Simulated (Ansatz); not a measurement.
`[F][Ge]([F])([F])[I]` → 3 F• + Ge• + I•  (atomization)

Computed with Ansatz on PBE0-D4/def2-TZVP structures; ΔE is electronic, products minus reactants. CCSD(T)/CBS adds triple-zeta CCSD(T) − MP2 to the extrapolated MP2 energy (def2 sets, frozen cores). This one scheme is used for every species, atoms too. No spin–orbit coupling; open shells (•) take unrestricted orbitals. Spin–orbit coupling would lower the free atoms: a little for F; clearly for Ge; strongly for I. Elements past krypton have def2 core potentials. Bonds to Ge, I are less sure, by a few kJ/mol each and by 10 to 20 or more in all where they break to atoms, as the def2 sets lack core-valence functions. Scalar relativity is left out up to krypton.

| species | CCSD(T)/CBS(def2) energy (Eh) |
| --- | --- |
| `[F][Ge]([F])([F])[I]` | -2673.08048 |
| F• | -99.66871 |
| Ge• | -2076.01830 |
| I• | -297.40544 |

Q: Work out ΔE.

A: ΔE = 3 × (-99.66871) + (-2076.01830) + (-297.40544) − (-2673.08048) = 0.65061 Eh = +408.3 kcal/mol.

Largest T1 diagnostic among the species: 0.011.

From r2SCAN to r2SCAN0 (25 % exact exchange), in def2-TZVPP and without D4, ΔE moves by −18.0 kcal/mol: exact exchange takes away binding that semilocal exchange gives to molecules. In def2-TZVPP, CCSD(T) changes the Hartree–Fock value by +124.2 kcal/mol (the triples alone add +10.9 kcal/mol) and MP2 by +151.0 kcal/mol; breaking electron pairs costs correlation energy, which Hartree–Fock lacks.

For atomizations the MP2-based limit and the directly extrapolated one differ by several kJ/mol either way, and by 10 to 25 for some Ge, Se and Sn compounds, so smaller differences from it don't rank the levels.
